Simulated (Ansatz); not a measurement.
Basis-set extrapolation for `B[C@@H](F)[Si@@H](N)F` (PBE0-D4/def2-TZVP geometry, frozen core, Ansatz). Multiplicity 1, RHF reference.

```
                      def2-TZVPP   def2-QZVPP
                 HF  -608.539030  -608.563305
    MP2 correlation    -1.096904    -1.188514
CCSD(T) correlation    -1.175771      not run
```

Energies in hartree. Use E(X) = E(∞) + A·exp(−7.88·√X) for Hartree–Fock and E(X) = E(∞) + B·X^(−2.97) for correlation, with X = 3 and 4, and add CCSD(T) minus MP2 of the smaller set to the MP2 limit.

**Question.** What is the CCSD(T) energy at the basis-set limit?

**Answer.** HF limit: -608.563305 + (-0.024275) × 0.13774 = -608.56665. MP2 limit: -1.188514 + (-0.091610) × 0.74074 = -1.25637. Higher-order term: -1.175771 − (-1.096904) = -0.07887. Total: -609.90189 hartree, 117.4 kcal/mol below CCSD(T)/def2-TZVPP.
